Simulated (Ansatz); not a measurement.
The cluster V3O3⁺, relaxed as a singlet with RKS PBE-D4/def2-SVP in Ansatz, starting from the GFN1-xTB geometry. Force threshold 0.02 eV/Å.

The restricted singlet is unstable towards broken spin symmetry in Hartree–Fock (as tested in another run); at PBE-D4/def2-SVP this wasn't settled. Another isomer (singlet) lies 0.31 eV lower at PBE0-D4/def2-TZVP; other spin states weren't run for this one.

Start:

Cartesian coordinates in Å:
```
V -1.239 1.541 0.879
V -0.777 -0.809 -1.400
V 1.732 -0.574 0.497
O 0.756 -1.127 -0.774
O 0.869 0.549 1.198
O -1.341 0.421 -0.400
```

(1) Estimate the energy that the relaxation releases and the steps that it takes.

(2) Does the start keep its bonding and symmetry?

(3) Predict the relaxed structure.

Results:

(1) 4.44 eV, in 30 steps; 86 s on 4 threads of Intel Xeon on a shared host. No frequencies were taken in this run, so the end may be a saddle point.

(2) By distances, no bond broke or formed, bridged metal pairs apart. The bond that changes most is V1–O5, from 2.35 to 1.92 Å (atoms count from 1). A close non-bonded pair moves further: V1–V3, from 3.67 to 2.14 Å. Metal–metal contacts that move far: V1–V3 3.67 to 2.14 Å. Point group Cs at the start, C2 at the end, both within 0.05 Å.

(3) 
```
atom   x (Å)   y (Å)   z (Å)
  V1  -0.562   0.825   0.544
  V2  -0.855  -0.743  -0.879
  V3   1.385  -0.038   0.366
  O4   0.856  -1.258  -0.829
  O5   0.738   0.411   1.887
  O6  -1.562   0.803  -1.089
```
Bond lengths (bridged metal pairs left out): 6 × O–V 1.71 to 1.92 Å.
